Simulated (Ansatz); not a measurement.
Coupled-cluster diagnostics for [VO4]3- (VO4³⁻), Ansatz.

Geometry of the singlet (r2SCAN-D4/def2-SVPD):

```xyz
5

V     0.0000    0.0000    0.0000
O     0.4450    1.1417   -1.2413
O     1.3480   -0.2383    1.0811
O    -0.4305   -1.5214   -0.7367
O    -1.3625    0.6179    0.8969
```

Correlated methods freeze 9 core orbitals; core or outer-core shells of V are correlated, in sets that lack core-valence functions. A multiply charged anion in the gas phase is held together partly by the finite basis.

Q: Estimate the CCSD(T) correlation energy, the shares of MP2 and (T), T1 and the reference's ⟨S²⟩ for: charge -3, singlet, own geometry in def2-TZVPD; and the rough time on 4 threads of Intel Xeon on a shared host.

A: 
| state | basis | correlation (eV) | MP2 share (%) | (T) share (%) | T1 | ⟨S²⟩ (pure) | wall time | remarks |
| --- | --- | --- | --- | --- | --- | --- | --- | --- |
| charge -3, singlet, own geometry | def2-TZVPD | -44.449 | 101.1 | 7.5 | 0.036 | 0.00 (0.00) | 4.1 min | HOMO above zero |
Customary marks for T1 are 0.02 (closed shells), 0.045 (open shells) and about 0.05 (3d metals). T1 exceeds 0.02 in 1 of 1 rows and 0.045 in 0; the higher it lies, the less the single-reference result can be trusted.
